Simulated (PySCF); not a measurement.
C₆H₈O.
Atom-mapped SMILES: `[CH2:1]=[CH:2]/[CH:3]=[CH:4]/[C:5]([CH3:6])=[O:7]` (hydrogens: H8, H9 on C1; H10 on C2; H11 on C3; H12 on C4; H13, H14, H15 on C6)

The calculation used PySCF 2.14.0, PBE0-D3(BJ)/def2-SVP geometry optimisation, gas phase.

Problem. Give the optimised bond lengths and angles.

Solution. 
```
                  bond  length (bohr)   order
                 C1=C2          2.536  double
                 C2–C3          2.734  single
                 C3=C4          2.546  double
                 C4–C5          2.806  single
                 C5–C6          2.849  single
                 C5=O7          2.293  double
                 C1–H8          2.065  single
                 C1–H9          2.068  single
                C2–H10          2.072  single
                C3–H11          2.074  single
                C4–H12          2.070  single
C6–H13, C6–H14, C6–H15          2.079  single
```

Bonds in one row agree within 0.02 bohr and their mean is given. Orders are formal, as drawn. A selection of angles:
```
     angle  degrees
  C2–C1–H8    121.7
  C2–C1–H9    121.0
  H8–C1–H9    117.3
  C1–C2–C3    123.4
 C1–C2–H10    119.6
 C3–C2–H10    117.0
  C2–C3–C4    124.8
 C2–C3–H11    118.3
 C4–C3–H11    116.9
  C3–C4–C5    120.8
 C3–C4–H12    120.7
 C5–C4–H12    118.5
  C4–C5–C6    116.2
  C4–C5–O7    121.9
  C6–C5–O7    122.0
 C5–C6–H13    110.2
H13–C6–H14    109.8
H13–C6–H15    106.8
```

Dihedral angles: C1–C2–C3–C4 180° (antiperiplanar); C2–C3–C4–C5 180° (antiperiplanar); C3–C4–C5–C6 180° (antiperiplanar).

Of the pairs four or more bonds apart, O7···H11 is among the closest relative to their van der Waals radii: 2.46 Å, 91 % of the sum of Bondi's values. The C–C distances run from 1.342 Å (C1=C2, drawn double) to 1.508 Å (C5–C6, drawn single), a spread of 0.166 Å. The 7 heavy atoms lie in one plane (0.001 Å rms).

Point group: Cs (tolerance 0.08 Å). Stationary, but not proved a minimum. The numbers are those of one conformer.
